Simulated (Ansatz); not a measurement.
The same path of C₃H₅ISi (10 atoms, charge 0, multiplicity 1) was run twice with different band settings.

These are results of Ansatz 0.2.0, RKS PBE-D4/def2-SVP, not measurements.

Relaxed end points:

```xyz
10
Properties=species:S:1:pos:R:3
Si -1.646 -0.302 0.667
C 0.177 0.143 0.864
C 1.029 0.084 -0.143
C 1.832 0.016 -1.178
I 2.139 1.671 -2.480
H -2.002 -1.423 1.607
H -1.902 -0.721 -0.751
H -2.502 0.887 1.018
H 0.546 0.468 1.857
H 2.414 -0.875 -1.459
```

```xyz
10
Properties=species:S:1:pos:R:3
Si -1.557 -0.111 0.898
C -0.261 -0.813 -0.289
C 0.896 -0.212 -0.498
C 2.024 0.435 -0.673
I 2.250 1.925 -2.176
H -1.022 -0.084 2.303
H -2.777 -0.990 0.851
H -1.931 1.289 0.495
H -0.476 -1.758 -0.827
H 2.937 0.269 -0.083
```

Common settings: movable images 5; climbing image yes; spring 5.0 eV/Å²; optimiser quadratic models (default); start path through a guess of the saddle point; iteration limit 60; end points relaxed.

| run | force threshold |
| --- | --- |
| 1 | 0.05 eV/Å |
| 2 | 0.5 eV/Å |

(1) What does each run give, and how far can it be trusted?

## Answers

(1) Run 1: converged after 46 iterations, highest image 2.207 eV above the first end. A structure lower than the last end lies on the path between it and the top, so the climb from that side starts below the end, which may itself be a saddle point or a shallow side well. Neighbouring images differ by up to 2.0 eV, so the band resolves the path poorly. A vibrational analysis at the climbing image gives one clearly imaginary mode, 2078i cm⁻¹: a first-order saddle point.
Run 2: converged after 24 iterations, highest image 2.290 eV above the first end. The threshold of 0.5 eV/Å is loose, so the images may lie well off the minimum-energy path. A structure lower than the last end lies on the path between it and the top, so the climb from that side starts below the end, which may itself be a saddle point or a shallow side well. Neighbouring images differ by up to 1.9 eV, so the band resolves the path poorly. The order of the stationary point at the top wasn't checked.
